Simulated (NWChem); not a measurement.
# C4H4N2; SMILES C1(=C)N=CN=C1

All runs: NWChem. Pople sets run with spherical d functions. Geometry: optimised at B3LYP/6-31G* (spherical d). B3LYP is NWChem's, with the RPA form of VWN correlation. Level: B3LYP/6-31G* with SMD (1 M gas to 1 M solution), gas-phase geometry.

For solvent water:

| Quantity | Result |
|---|---|
| solvation free energy (kcal/mol) | -8.2 |
| cavity-dispersion-structure term (kcal/mol) | 0.1 |
| dipole in solution (D) | 3.68 |

Q: Estimate the same quantities for solvent toluene.

A: solvation free energy (kcal/mol): -6.7
cavity-dispersion-structure term (kcal/mol): -2.2
dipole in solution (D): 3.10
